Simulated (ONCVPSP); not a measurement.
# Cutoff test, Ti (Z = 22), ONCV

Ti (Z = 22), optimised norm-conserving Vanderbilt (ONCV), made with ONCVPSP 4.0.1 (PBE, scalar-relativistic). Core [Ne] 3s2, reference 3p6 3d2 4s1.5 4p0.5. Waves: 4s: rc 2.80 bohr, ncon 4, nbas 8, qcut 2.6 1/bohr, 1 projector; 3p+4p: rc 2.25 bohr, ncon 4, nbas 9, qcut 5.9 1/bohr, 2 projectors; 3d: rc 2.35 bohr, ncon 3, nbas 8, qcut 7.7 1/bohr, 2 projectors, debl 2.8 Ha; f scattering state at 0.1 Ha: rc 2.90 bohr, ncon 4, nbas 8, qcut 3.5 1/bohr, 2 projectors, debl 1.3 Ha. Local part: polynomial inside 2.05 bohr (lpopt 5, dvloc0 6 Ha). Core correction: none.

**Question.** For each optimised wave give the share of its norm inside rc, the residual kinetic energy above qcut (Ha) and the cutoffs (Ha) for errors of 10, 1, 0.1 and 0.01 mHa per electron.

**Answer.**

| wave | norm inside rc | residual KE | 10 mHa | 1 mHa | 0.1 mHa | 0.01 mHa |
| --- | --- | --- | --- | --- | --- | --- |
| 4s | 0.334 | 1.8e-04 | 1.5 | 2.6 | 4.4 | 18.2 |
| 3p | 0.982 | 7.3e-06 | 10.8 | 13.3 | 15.3 | 17.4 |
| 4p | 0.053 | 3.0e-06 | 7.7 | 11.2 | 14.0 | 16.3 |
| 3d | 0.830 | 3.9e-08 | 15.8 | 19.4 | 22.4 | 24.8 |
| d projector 2 | 0.198 | 9.3e-07 | 18.8 | 22.4 | 25.2 | 27.4 |
| f projector 1 | 0.001 | 5.5e-07 | 0.3 | 0.6 | 1.5 | 3.4 |
| f projector 2 | 0.421 | 1.1e-02 | 6.2 | 11.2 | 33.3 | 39.6 |

The occupied waves need 19 Ha and 22 Ha for 1 and 0.1 mHa. Rows with under 1 % of the norm inside rc give no meaningful cutoff. 1 of 4 tests not solved or not reliable.
